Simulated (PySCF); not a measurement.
C₆ coefficients of unlike pairs at UHF

Calculated with PySCF 2.14 from the dipole response of each species, C₆(A,B) = (3/π) ∫ α_A(iu) α_B(iu) du, in atomic units, from isotropic polarisabilities. For ions this is the dispersion term alone; charge-induced terms of lower order in 1/R come first.

```json
{"species": "Mg", "configuration": "[Ne] 3s2 (1S)", "basis": "aug-cc-pVTZ (6s5p3d2f)", "relativity": "none", "α (bohr³)": "81.32", "C₆ (like pair)": "761.9"}
{"species": "Ge³⁺", "configuration": "[Ar] 3d10 4s1 (2S)", "basis": "aug-cc-pwCVTZ-PP with ECP10MDF (8s7p6d4f1g)", "relativity": "core potential", "α (bohr³)": "7.328", "C₆ (like pair)": "17.96"}
{"species": "As", "configuration": "[Ar] 3d10 4s2 4p3 (4S)", "basis": "aug-cc-pVDZ-DK (6s5p3d)", "relativity": "spin-free X2C", "α (bohr³)": "29.15", "C₆ (like pair)": "247.7"}
{"species": "S³⁺", "configuration": "[Ne] 3s2 3p1 (2P)", "basis": "aug-cc-pV(Q+d)Z with one added diffuse shell each of s, p, d, f, g type (8s7p6d4f3g)", "relativity": "none", "α (bohr³)": "5.584", "C₆ (like pair)": "15.11"}
```

Q: Estimate C₆ for S³⁺ with As.

A: The integral gives 59.35. The combination rule 2 C_A C_B / (C_A α_B/α_A + C_B α_A/α_B) gives 59.26 and the geometric mean 61.18.

No spin-orbit coupling is included.

The other pairs:

```json
{"pair": "As, Mg", "C₆": "391.2"}
{"pair": "S³⁺, Mg", "C₆": "84.86"}
{"pair": "Ge³⁺, Mg", "C₆": "100.5"}
{"pair": "S³⁺, Ge³⁺", "C₆": "16.23"}
{"pair": "As, Ge³⁺", "C₆": "65.49"}
```
